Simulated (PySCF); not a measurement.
## Ionisation energy of Bi by level of theory

Bi [Xe] 4f14 5d10 6s2 6p3 (4S) → Bi⁺ [Xe] 4f14 5d10 6s2 6p2 (3P), as a difference of total energies. All numbers are calculated (PySCF 2.14, a scalar-relativistic core potential, in aug-cc-pVDZ-PP with ECP60MDF). Correlated levels: valence: 5s2 5p6 5d10 frozen. The calculations carry no spin-orbit coupling.

```csv
method,ionisation energy (eV)
UHF,8.232
BP86,8.707
LDA,8.778
MP2 (valence),8.498
SCS-MP2 (valence),8.402
CCSD (valence),8.495
CCSD(T) (valence),8.502
```

Q: How much does correlation contribute at CCSD(T) (valence)?

A: 8.502 − (8.232) = 0.270 eV, measured against UHF.

Spin-orbit coupling is strong in these open shells (close to jj coupling). The scalar numbers leave it out and a first-order estimate fails, so it can dominate the gap to the real levels.

Errors of the correlated levels include the incompleteness of this basis and the frozen core.

For comparison: 7.286 eV (measured; NIST Atomic Spectra Database, ionization energies).
